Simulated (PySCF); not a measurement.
**A thermochemical cycle for MgCd**

MP2 in PySCF with def2-SVPD on every atom (core potentials on Cd), for the lowest determinant that a PBE0 search found; no spin–orbit coupling. MgCd, a singlet (closed shell), has De = 0.06 eV to neutral atoms, and MgCd⁺, a doublet (σ ↑), has De = 0.80 eV to Mg⁺ + Cd.

The adiabatic ionisation energy of MgCd, between the minima, is 6.40 eV.

Task: Which ionisation energy of the Mg atom does this level give?

Result: IE(Mg) = IE(molecule) + De(ion) − De(neutral) = 6.40 + 0.80 − 0.06 = 7.14 eV; the measured value is 7.646 eV (NIST ASD).

Correlated steps freeze 1 core orbital. Weak bonds: MgCd. Basis-set superposition, not corrected here, can be much of De in a small basis, most of all at correlated wavefunction levels. Spin–orbit coupling is left out. For an ion De counts to the pair picked by the measured ionisation energies or electron affinities, which need not be the lowest pair at this level. States were picked by a PBE0 search and need not be the measured ground states.
